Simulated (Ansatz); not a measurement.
C2H8O2Si2, SMILES `C=C[Si](O)(O)[SiH3]`. Charge 0, multiplicity 1. Geometry: relaxed with PBE0-D4/def2-TZVP. It is one conformer, not always the lowest.

```xyz
14

C     0.183   -0.367   -2.422
C    -0.355   -0.739   -1.262
Si   -0.380    0.343    0.241
O     0.190    1.797   -0.293
O    -1.899    0.454    0.873
Si    0.906   -0.487    2.019
H     0.634    0.613   -2.543
H     0.192   -1.018   -3.291
H    -0.791   -1.735   -1.189
H     0.328    2.481    0.363
H    -2.609    0.662    0.261
H     0.872    0.452    3.176
H     0.403   -1.812    2.474
H     2.325   -0.643    1.594
```

Task: What is the dipole moment at ωB97M-V/def2-TZVPP? (Best estimate.)

Result: The calculation gave: 1.31 D, with components (-0.62, 0.64, -0.95) D in this frame, pointing from negative to positive charge.

Task: And with PBE, r2SCAN, B3LYP? (An estimate is asked.)

Result: Computed: PBE 1.30 D, r2SCAN 1.31 D, B3LYP 1.27 D.

Task: Give the Mulliken charges with ωB97M-V, r2SCAN, PBE in def2-TZVPP. (Estimate.)

Result: Computed: 
| atom | ωB97M-V | r2SCAN | PBE |
| --- | --- | --- | --- |
| C1 | -0.18 | -0.13 | -0.17 |
| C2 | -0.28 | -0.26 | -0.21 |
| Si3 | 0.60 | 0.65 | 0.52 |
| O4 | -0.36 | -0.40 | -0.33 |
| O5 | -0.37 | -0.41 | -0.34 |
| Si6 | -0.01 | 0.10 | 0.02 |
| H7 | 0.11 | 0.09 | 0.10 |
| H8 | 0.11 | 0.08 | 0.10 |
| H9 | 0.11 | 0.08 | 0.09 |
| H10 | 0.17 | 0.20 | 0.19 |
| H11 | 0.17 | 0.20 | 0.18 |
| H12 | -0.03 | -0.07 | -0.05 |
| H13 | -0.02 | -0.07 | -0.04 |
| H14 | -0.02 | -0.06 | -0.04 |

B3LYP here is the variant with VWN-RPA as its local correlation; programs differ in this.
